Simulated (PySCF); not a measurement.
Trends in electronic spectra. Method used: TDDFT CAM-B3LYP/def2-SVPD, vertical, gas phase, core orbitals frozen in the response in PySCF 2.14.0, density-fitted response routines. Geometries: GFN2-xTB; one conformer of each isolated species. Triplets are in the Tamm–Dancoff approximation.

Question: Rank by computed HOMO–LUMO gap, lowest first.
A. `C=CC[SiH2][SiH2]P`
B. `[SiH3][SiH2]c1nccs1`
C. `N#C[C@@]1([SiH3])C[Si@H]1S`
D. `C[C@@H]1[SiH2]C[Si@H]1P`
E. `N#C[C@@H]1[SiH2]CS[SiH2]1`
F. `FC(F)OC([SiH3])[SiH3]`
G. `N[SiH2]O[SiH2]O[SiH3]`

Answer: B (8.44 eV), C (8.65 eV), E (8.82 eV), A (9.13 eV), D (9.28 eV), G (9.81 eV), F (10.56 eV).

```json
{"SMILES": "[SiH3][SiH2]c1nccs1", "gap (eV)": "8.44", "HOMO (eV)": "-8.53", "first f ≥ 0.01 (nm)": "228", "f (S1)": "0.001", "T1 (eV)": "3.74", "S1 mainly": "H-1→L (96%)"}
{"SMILES": "N#C[C@@]1([SiH3])C[Si@H]1S", "gap (eV)": "8.65", "HOMO (eV)": "-8.45", "first f ≥ 0.01 (nm)": "223", "f (S1)": "0.084", "T1 (eV)": "4.77", "S1 mainly": "H→L (68%)"}
{"SMILES": "N#C[C@@H]1[SiH2]CS[SiH2]1", "gap (eV)": "8.82", "HOMO (eV)": "-8.53", "first f ≥ 0.01 (nm)": "207", "f (S1)": "0.001", "T1 (eV)": "4.79", "S1 mainly": "H→L (81%)"}
{"SMILES": "C=CC[SiH2][SiH2]P", "gap (eV)": "9.13", "HOMO (eV)": "-8.45", "first f ≥ 0.01 (nm)": "199", "f (S1)": "0.028", "T1 (eV)": "4.29", "S1 mainly": "H→L (40%)"}
{"SMILES": "C[C@@H]1[SiH2]C[Si@H]1P", "gap (eV)": "9.28", "HOMO (eV)": "-8.56", "first f ≥ 0.01 (nm)": "183", "f (S1)": "0.004", "T1 (eV)": "5.74", "S1 mainly": "H→L (79%)"}
{"SMILES": "N[SiH2]O[SiH2]O[SiH3]", "gap (eV)": "9.81", "HOMO (eV)": "-8.92", "first f ≥ 0.01 (nm)": "190", "f (S1)": "0.022", "T1 (eV)": "6.16", "S1 mainly": "H→L+1 (76%)"}
{"SMILES": "FC(F)OC([SiH3])[SiH3]", "gap (eV)": "10.56", "HOMO (eV)": "-9.74", "first f ≥ 0.01 (nm)": "166", "f (S1)": "0.039", "T1 (eV)": "7.08", "S1 mainly": "H→L (83%)"}
```

H and L stand for HOMO and LUMO.

Without π bonds the low states are Rydberg-like; a valence basis with one diffuse set may place them up to an eV too high.
